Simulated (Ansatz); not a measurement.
In(H2S)F3 (InH2SF3), relaxed as a singlet with RKS PBE-D4/def2-SVP in Ansatz, starting from the GFN2-xTB geometry. Force threshold 0.02 eV/Å.

In the def2 sets In takes a core potential; there is no spin–orbit coupling.

Start:

Cartesian coordinates in Å:
```
In 0.478 0.507 0.788
S -0.448 -1.391 -0.792
H -1.615 -0.737 -0.777
H 0.015 -0.651 -1.806
F -0.411 0.219 2.518
F -0.442 1.726 -0.500
F 2.424 0.327 0.568
```

Q: Estimate the energy that the relaxation releases and the steps that it takes.

A: 0.14 eV, in 16 steps; 14 s on 4 threads of Arm Neoverse V2 on a shared host. No frequencies were taken in this run, so the end may be a saddle point.

Q: Does the start keep its bonding?

A: By distances, no bond broke or formed. The bond that changes most is In1–S2, from 2.64 to 2.73 Å (atoms count from 1). A close non-bonded pair moves further: H3–F6, from 2.74 to 1.95 Å.

Q: Predict the relaxed structure.

A: 
```xyz
7

In    0.358    0.477    0.873
S    -0.746   -1.362   -0.823
H    -1.196   -0.087   -1.142
H     0.368   -1.218   -1.599
F    -0.180    0.183    2.739
F    -0.825    1.623   -0.283
F     2.221    0.384    0.236
```
Bond lengths: 3 × F–In 1.96 to 2.01 Å; 1 × In–S 2.73 Å; 2 × H–S 1.37 to 1.39 Å.
